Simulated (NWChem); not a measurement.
Species: SiHSF, singlet; SMILES F[Si]S

```xyz
4

Si     0.6571     0.6352     0.0000
F     -0.7170     1.5227     0.0000
S     -0.2562    -1.3159     0.0000
H      0.9473    -1.9333     0.0000
```
Atoms are numbered in this order, from 1.

Program: NWChem. Low-valent species are run as closed-shell singlets; no triplet was tried in these runs. Structure relaxed at the PBE0/def2-SVP level. Level: PBE0/def2-SVP with SMD (1 M gas to 1 M solution), gas-phase geometry. Reactions with the solvent are ignored.

For solvent water:

```
Item                                         Value
-------------------------------------------  -----
solvation free energy (kcal/mol)              -1.9
cavity-dispersion-structure term (kcal/mol)    1.1
dipole in solution (D)                        2.35
```

**Question.** Estimate the same quantities for solvent n-hexane.

**Answer.** 
| Quantity | Result |
|---|---|
| solvation free energy (kcal/mol) | -3.0 |
| cavity-dispersion-structure term (kcal/mol) | -1.6 |
| dipole in solution (D) | 2.05 |
